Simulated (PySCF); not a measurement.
Excited states of C(4+) (carbon, charge +4)

Ground state 1s2, ¹S. Computed with PySCF 2.14 in def2-TZVPPD with one added diffuse shell each of s, p, d type (7s4p4d1f, 46 functions), with no relativity, point nucleus. Vertical excitation energies in eV without spin-orbit coupling; excited terms of each kind are numbered among those the solver found. Frozen: nothing.

| term | leading excitation | EOM-EE-CCSD |
| --- | --- | --- |
| 1 3S | 1s → s | 298.91 |
| 1 1S | 1s → s | 303.90 |
| 1 3P° | 1s → p | 304.49 |
| 1 1P° | 1s → p | 307.56 |
| 2 3S | 1s → s | 351.60 |
| 2 1S | 1s → s | 352.87 |
| 2 3P° | 1s → p | 353.02 |
| 1 3D | 1s → d | 353.73 |
| 1 1D | 1s → d | 353.75 |
| 2 1P° | 1s → p | 353.95 |
| 2 3D | 1s → d | 370.30 |
| 2 1D | 1s → d | 370.31 |

Only the lower part of the computed list is shown. Doubly excited terms such as np² are absent. The solver can miss terms.
